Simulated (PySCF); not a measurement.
Which setting was changed?

PySCF (NMR shieldings with GIAOs, density fitting), isolated neutral molecules in closed-shell states, PBE0-D3(BJ)/def2-SVP geometries kept fixed through all settings. All basis functions are spherical. Starting from PBE0/aug-cc-pVDZ, one thing was changed at a time: the basis to 6-31G*, the basis to pcSseg-0, the basis to pcSseg-1.

Changes against PBE0/aug-cc-pVDZ in 4 molecules:

```tsv
molecule	changed to	mean 17O shielding (ppm)	mean 15N shielding (ppm)	mean 1H shielding (ppm)	HOMO energy (eV)
ONc1ccccc1	6-31G*	+2.4	+3.9	+1.02	+0.33
ONc1ccccc1	pcSseg-0	-10.8	-15.6	+1.91	+0.02
ONc1ccccc1	pcSseg-1	-8.6	-20.2	+0.04	+0.01
COc1ccccn1	6-31G*	+2.6	+8.0	+0.85	+0.26
COc1ccccn1	pcSseg-0	-13.7	-40.4	+1.40	-0.13
COc1ccccn1	pcSseg-1	-16.4	-27.3	+0.01	-0.03
COc1cccnc1	6-31G*	+2.6	+8.5	+0.86	+0.25
COc1cccnc1	pcSseg-0	-8.2	-58.1	+1.36	-0.17
COc1cccnc1	pcSseg-1	-13.8	-34.4	+0.06	-0.04
COc1ccncc1	6-31G*	+3.3	+7.6	+0.87	+0.26
COc1ccncc1	pcSseg-0	-9.2	-55.2	+1.32	+0.20
COc1ccncc1	pcSseg-1	-15.1	-32.5	+0.07	-0.03
```

For `Nc1ccc(O)cc1` the PBE0/aug-cc-pVDZ run gave mean 17O shielding 236.6 ppm, mean 15N shielding 207.1 ppm, mean 1H shielding 26.30 ppm, HOMO energy -5.48 eV. The changed runs lost their labels:

```json
{"run": "A", "mean 17O shielding (ppm)": "223.4", "mean 15N shielding (ppm)": "194.6", "mean 1H shielding (ppm)": "26.31", "HOMO energy (eV)": "-5.46"}
{"run": "B", "mean 17O shielding (ppm)": "218.7", "mean 15N shielding (ppm)": "196.1", "mean 1H shielding (ppm)": "28.21", "HOMO energy (eV)": "-5.41"}
{"run": "C", "mean 17O shielding (ppm)": "234.8", "mean 15N shielding (ppm)": "204.3", "mean 1H shielding (ppm)": "27.42", "HOMO energy (eV)": "-5.14"}
```

Problem. Which run belongs to which change?

Solution. A: pcSseg-1; B: pcSseg-0; C: 6-31G*.

```
run  change of mean 17O shielding (ppm), here / mean of the others  change of mean 15N shielding (ppm), here / mean of the others  change of mean 1H shielding (ppm), here / mean of the others  change of HOMO energy (eV), here / mean of the others  next best match
  A                                                  -13.2 / -13.5                                                  -12.5 / -28.6                                                 +0.01 / +0.04                                          +0.02 / -0.02           6-31G*
  B                                                  -17.9 / -10.5                                                  -11.0 / -42.3                                                 +1.91 / +1.50                                          +0.07 / -0.02           6-31G*
  C                                                    -1.8 / +2.7                                                    -2.8 / +7.0                                                 +1.12 / +0.90                                          +0.34 / +0.28         pcSseg-0
```

Each run is given to the change whose mean effect on the other molecules lies nearest, every quantity measured in units of its scatter between molecules.

Problem. Would one quantity have been enough? Give each run to the change with the nearest mean effect on that quantity alone.

Solution. mean 1H shielding: 3 of 3 runs rightly; mean 17O shielding: 2 of 3 runs rightly; mean 15N shielding: 2 of 3 runs rightly; HOMO energy: 2 of 3 runs rightly.

Only sets that this rule tells apart clearly are shown.
